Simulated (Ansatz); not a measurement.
Several settings on one geometry of the cluster MoO₃⁻ (the lowest doublet isomer of a short search) (that of the charge -1 doublet, r2SCAN-D4/def2-TZVPD). Ansatz on 4 threads of Arm Neoverse V2 on a shared host; times are rough.

Cartesian coordinates in Å:
```
Mo -0.296 0.012 -0.017
O 0.200 0.086 -1.683
O 0.103 1.415 0.932
O -0.007 -1.513 0.768
```

Totals from different functionals, basis sets or treatments of relativity can't be compared as stabilities.

In the def2 sets Mo takes a core potential; there is no spin–orbit coupling.

The spins typed aren't always the lowest for that charge.

(1) Give the basis size and estimate the energy, ⟨S²⟩ and time of these runs.

| run | method | charge | state | further keys |
| --- | --- | --- | --- | --- |
| 1 | UKS B3LYP5/def2-mTZVPP | -1 | quartet | forces asked |
| 2 | UKS B97/def2-TZVPD | -1 | doublet | scf: {omitted_lower_state_checks: [starts]} |
| 3 | ROKS PBE/def2-TZVPD | -1 | doublet | point_charges: [{charge: 0.50, position_ang: [2.840, 0.526, 0.185]}]; scf: {omitted_lower_state_checks: [starts]}; forces asked |
| 4 | ROKS r2SCAN50-D3(BJ)-ATM/def2-SVP | -1 | doublet | nuclear_model: gaussian; forces asked |

Answers

(1) 
```json
{"run": "1", "functions": "105", "energy (Eh)": "-293.8624", "⟨S²⟩": "3.78", "wall time": "6 s"}
{"run": "2", "functions": "160", "energy (Eh)": "-294.0817", "⟨S²⟩": "0.75", "wall time": "4.3 s"}
{"run": "3", "functions": "160", "energy (Eh)": "-294.0758", "⟨S²⟩": "–", "wall time": "1.8 s"}
{"run": "4", "functions": "73", "energy (Eh)": "-293.5560", "⟨S²⟩": "–", "wall time": "3.2 s"}
```

The highest occupied level of an anion often lies above zero with these methods, and sets without diffuse functions describe the outer electron poorly.
